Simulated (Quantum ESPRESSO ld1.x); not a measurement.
The mercury ion Hg3+, 77 electrons, occupied as [Xe] 4f14 5d9. Method: Dirac Kohn-Sham, PW91, spin-unpolarised, spherical densities, point nucleus; open shells fill j = l - 1/2 first; computed with ld1.x of Quantum ESPRESSO 7.5. Some entries of the table are withheld. Estimate them.

orbital,occ.,eigenvalue (hartree),<1/r> (bohr^-1),<r^2> (bohr^2)
1s1/2,2,-3053.48,97.68,0.0003806
2s1/2,2,-541.760,24.05,0.005736
2p1/2,2,-519.770,23.99,(1)
2p3/2,4,-448.160,19.41,(2)
3s1/2,2,-129.509,(3),0.03723
3p1/2,2,(4),8.730,0.03391
3p3/2,4,(5),7.537,0.04031
3d3/2,4,-87.4229,7.436,0.03086
3d5/2,6,-84.0252,7.166,0.03259
4s1/2,2,-29.4573,3.737,0.1799
4p1/2,2,-25.2214,3.626,0.1832
4p3/2,4,-21.3903,3.212,0.2154
4d3/2,4,-14.4762,3.011,0.2263
4d5/2,6,-13.7622,2.916,0.2377
5s1/2,2,(6),1.527,0.9095
4f5/2,6,-4.86480,2.554,0.2769
4f7/2,8,-4.71060,2.517,0.2848
5p1/2,2,-4.18967,1.402,1.058
5p3/2,4,-3.51111,1.251,1.272
5d3/2,4,-1.60685,(7),(8)
5d5/2,5,-1.53077,(9),(10)

Answer. 
(1) 2p1/2 <r^2> (bohr^2): 0.004053
(2) 2p3/2 <r^2> (bohr^2): 0.005239
(3) 3s1/2 <1/r> (bohr^-1): 8.822
(4) 3p1/2 eigenvalue (hartree): -119.622
(5) 3p3/2 eigenvalue (hartree): -103.760
(6) 5s1/2 eigenvalue (hartree): -5.59017
(7) 5d3/2 <1/r> (bohr^-1): 0.9602
(8) 5d3/2 <r^2> (bohr^2): 2.145
(9) 5d5/2 <1/r> (bohr^-1): 0.9263
(10) 5d5/2 <r^2> (bohr^2): 2.290
